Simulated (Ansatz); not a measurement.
One geometry of Ge₂₁H₂₈, a nanocrystal cut from hexagonal germanium, several levels of theory.

```yaml
crystal:
  periodic: [false, false, false]
  atoms:
    - {symbol: Ge, position_ang: [-2.952820, -1.696696, -3.403750]}
    - {symbol: Ge, position_ang: [-2.927996, -1.686036, -0.966152]}
    - {symbol: Ge, position_ang: [1.008457, -3.984291, -0.167071]}
    - {symbol: Ge, position_ang: [0.995873, -4.006720, 2.270417]}
    - {symbol: Ge, position_ang: [1.004883, -1.690540, -3.449265]}
    - {symbol: Ge, position_ang: [-0.985161, -0.565148, -4.269303]}
    - {symbol: Ge, position_ang: [1.027414, -1.701039, -1.004937]}
    - {symbol: Ge, position_ang: [-0.944166, -0.545166, -0.143680]}
    - {symbol: Ge, position_ang: [1.028606, -1.727840, 3.113044]}
    - {symbol: Ge, position_ang: [-0.940759, -0.545217, 2.309055]}
    - {symbol: Ge, position_ang: [-0.959273, 1.719940, -3.446671]}
    - {symbol: Ge, position_ang: [-0.957879, 1.741403, -1.002280]}
    - {symbol: Ge, position_ang: [-2.946104, 2.863329, -0.163462]}
    - {symbol: Ge, position_ang: [-0.979886, 1.750754, 3.115446]}
    - {symbol: Ge, position_ang: [-2.970646, 2.861503, 2.274054]}
    - {symbol: Ge, position_ang: [3.001429, -0.549468, -0.159934]}
    - {symbol: Ge, position_ang: [2.997284, -0.556331, 2.290072]}
    - {symbol: Ge, position_ang: [2.988510, 1.725868, -1.016428]}
    - {symbol: Ge, position_ang: [1.026167, 2.874646, -0.156110]}
    - {symbol: Ge, position_ang: [2.989325, 1.722342, 3.139344]}
    - {symbol: Ge, position_ang: [1.019351, 2.870404, 2.293808]}
    - {symbol: H, position_ang: [-2.982552, -3.148653, -3.919065]}
    - {symbol: H, position_ang: [-4.222062, -0.988286, -3.915453]}
    - {symbol: H, position_ang: [-2.944810, -3.131242, -0.429301]}
    - {symbol: H, position_ang: [-4.185100, -0.975032, -0.426394]}
    - {symbol: H, position_ang: [-0.236226, -4.715968, -0.708701]}
    - {symbol: H, position_ang: [2.252021, -4.728511, -0.693323]}
    - {symbol: H, position_ang: [-0.264763, -4.730691, 2.782950]}
    - {symbol: H, position_ang: [2.227224, -4.775068, 2.789738]}
    - {symbol: H, position_ang: [1.039485, -3.146240, -3.959107]}
    - {symbol: H, position_ang: [2.267219, -0.980986, -3.979405]}
    - {symbol: H, position_ang: [-1.004530, -0.575222, -5.814331]}
    - {symbol: H, position_ang: [1.039136, -1.719334, 4.658940]}
    - {symbol: H, position_ang: [-2.214956, -1.281153, 2.789603]}
    - {symbol: H, position_ang: [-2.200933, 2.481089, -3.955677]}
    - {symbol: H, position_ang: [0.288121, 2.456405, -3.975473]}
    - {symbol: H, position_ang: [-4.200920, 2.149056, -0.704956]}
    - {symbol: H, position_ang: [-2.972041, 4.312620, -0.688826]}
    - {symbol: H, position_ang: [-0.967482, 1.754121, 4.661351]}
    - {symbol: H, position_ang: [-4.226926, 2.129740, 2.786222]}
    - {symbol: H, position_ang: [-3.021861, 4.311444, 2.794942]}
    - {symbol: H, position_ang: [4.266406, -1.285636, -0.659053]}
    - {symbol: H, position_ang: [4.266266, -1.290721, 2.779614]}
    - {symbol: H, position_ang: [2.922851, 1.689734, -2.557972]}
    - {symbol: H, position_ang: [4.278941, 2.469290, -0.613758]}
    - {symbol: H, position_ang: [1.020884, 4.338884, -0.653264]}
    - {symbol: H, position_ang: [2.968650, 1.708621, 4.681274]}
    - {symbol: H, position_ang: [4.266529, 2.460351, 2.687290]}
    - {symbol: H, position_ang: [1.018781, 4.335702, 2.785949]}
basis:
  gaussian: {orbitals: def2-TZVP, fitting: {mean_field: def2-universal-jkfit}, initial_orbitals: start.molden}
hamiltonian: {xc: r2scan, dispersion: d4}
scf: {omitted_lower_state_checks: [starts]}
output: {orbitals: {seedname: orbitals}}
```

The file start.molden holds the orbitals of an earlier run on this structure, at another level or in another basis.

```sh
$ ansatz run in.yaml --threads 11 --pin off --events-out ev --progress --plain --max-ram 174080MiB --backend cuda --devices 0, --max-vram 75GiB
```

It prints (some lines left out):

```
Functional definition: r2SCAN
6090 factors; integrals over basis functions are off by at most 6.0e-1 eV
mean field evaluation 1: about -1187348.6170 eV, gradient 2.5e1 eV
mean field evaluation 2: about -1187349.0598 eV, gradient 6.0e-1 eV
mean field evaluation 4: about -1187349.1148 eV, gradient 2.1e-3 eV
mean field -1187349.11475233 eV, -43634.2751530120 hartree, gradient 1.3e-5 eV, S^2 0.000000; 0 other end points of the search recorded, 0 dependent functions left out
reference -1187349.11478307 eV, -43634.2751541418 hartree; 350, 350 occupied and 826, 826 virtual orbitals, 6090 factors
Total energy: -1187350.09741338 eV, -43634.3112651396 hartree
Checks for a lower state left out: starts
```

Run time 11 s (11 threads of AMD EPYC 7R13 on a shared host and a whole NVIDIA H100 80GB HBM3), peak host memory 1.8 GiB.

First input, but with `hamiltonian: {xc: pbe, dispersion: d4}` (abridged; 10 s):

```
Functional definition: PBE
mean field -1187172.00724888 eV, -43627.7665723081 hartree, gradient 1.3e-5 eV, S^2 0.000000
Total energy: -1187175.55283622 eV, -43627.8968702397 hartree
Checks for a lower state left out: starts
```

First input, but with `gaussian: {orbitals: def2-SVP, fitting: {mean_field: def2-universal-jkfit}, initial_orbitals: start.molden}`, `hamiltonian: {xc: pbe0, dispersion: d4}` (abridged; 13 s):

```
Functional definition: PBE0
mean field -1187054.94490034 eV, -43623.4646103468 hartree, gradient 8.8e-5 eV, S^2 0.000000
Total energy: -1187058.18901922 eV, -43623.5838295170 hartree
Checks for a lower state left out: starts
```

First input, but with `gaussian: {orbitals: def2-SVP, fitting: {mean_field: def2-universal-jkfit}, initial_orbitals: start.molden}`, `hamiltonian: {xc: pbe, dispersion: d4}` (abridged; 8.5 s):

```
Functional definition: PBE
mean field -1187022.26422671 eV, -43622.2636177427 hartree, gradient 4.5e-5 eV, S^2 0.000000
Total energy: -1187025.80980187 eV, -43622.3939152268 hartree
Checks for a lower state left out: starts
```

As the first input, with `hamiltonian: {xc: pbe0, dispersion: d4}`, `output: {forces: true, orbitals: {seedname: orbitals}}` (abridged; 22 s):

```
Functional definition: PBE0
mean field -1187204.11410965 eV, -43628.9464776787 hartree, gradient 8.9e-6 eV, S^2 0.000000
Total energy: -1187207.35823902 eV, -43629.0656972338 hartree
Atom 0 force    -0.000043    -0.000199     0.004083 eV/Å
Atom 1 force     0.013120     0.007169     0.015607 eV/Å
Atom 2 force    -0.009850     0.007883    -0.010945 eV/Å
Atom 3 force    -0.002530    -0.003218     0.001841 eV/Å
Atom 4 force     0.002142    -0.001563     0.013865 eV/Å
Atom 5 force     0.003253     0.001907     0.014576 eV/Å
Atom 6 force    -0.017759     0.036603     0.019642 eV/Å
Atom 7 force     0.039117     0.023170     0.004482 eV/Å
Atom 8 force    -0.002043     0.023344    -0.016285 eV/Å
Atom 9 force     0.010529     0.005975    -0.030796 eV/Å
Atom 10 force    -0.000213     0.002703     0.014075 eV/Å
Atom 11 force     0.022756    -0.033827     0.019549 eV/Å
Atom 12 force     0.002150    -0.012505    -0.010691 eV/Å
Atom 13 force     0.019338    -0.013168    -0.016319 eV/Å
Atom 14 force    -0.003851    -0.000609     0.001698 eV/Å
Atom 15 force    -0.027522    -0.001849     0.021182 eV/Å
Atom 16 force    -0.014838     0.002055    -0.027091 eV/Å
Atom 17 force    -0.012046    -0.007621    -0.024630 eV/Å
Atom 18 force    -0.016015    -0.023357     0.020840 eV/Å
Atom 19 force     0.002823     0.001671    -0.003125 eV/Å
Atom 20 force    -0.005942    -0.013632    -0.026758 eV/Å
Atom 21 force     0.006161    -0.004384     0.001180 eV/Å
Atom 22 force    -0.000751     0.007319     0.001078 eV/Å
Atom 23 force     0.011856    -0.004932    -0.002327 eV/Å
Atom 24 force     0.001858     0.012058    -0.002233 eV/Å
Atom 25 force    -0.006733     0.007944     0.002466 eV/Å
Atom 26 force     0.005478     0.005588     0.000812 eV/Å
Atom 27 force    -0.003731     0.005852    -0.003292 eV/Å
Atom 28 force     0.003845     0.004301     0.000482 eV/Å
Atom 29 force    -0.005713    -0.000969     0.006089 eV/Å
Atom 30 force     0.006309     0.010440     0.009807 eV/Å
Atom 31 force     0.001064     0.000592     0.007694 eV/Å
Atom 32 force    -0.000851     0.002998    -0.010162 eV/Å
Atom 33 force     0.013085     0.007462    -0.009386 eV/Å
Atom 34 force    -0.003789    -0.004180     0.005831 eV/Å
Atom 35 force     0.012031     0.000209     0.009906 eV/Å
Atom 36 force     0.003422    -0.009424     0.002627 eV/Å
Atom 37 force     0.007926     0.002530     0.000853 eV/Å
Atom 38 force     0.002236    -0.002285    -0.010187 eV/Å
Atom 39 force     0.002970    -0.005944    -0.002992 eV/Å
Atom 40 force     0.005825     0.001116     0.000430 eV/Å
Atom 41 force    -0.010658     0.001316     0.003351 eV/Å
Atom 42 force    -0.009353     0.001263    -0.002943 eV/Å
Atom 43 force    -0.006326    -0.003604     0.009705 eV/Å
Atom 44 force    -0.014133    -0.007972     0.009479 eV/Å
Atom 45 force    -0.004157    -0.009897     0.003268 eV/Å
Atom 46 force    -0.011698    -0.006774    -0.003593 eV/Å
Atom 47 force    -0.005028    -0.002882    -0.009505 eV/Å
Atom 48 force    -0.003723    -0.008671    -0.003243 eV/Å
Dipole moment:     0.013461     0.007655     0.011954 e Å
Checks for a lower state left out: starts
```

Geometry: r2SCAN-D4/def2-SVP.

Single mean-field runs in def2-SVP, def2-TZVP are fitted with def2-universal-jkfit.
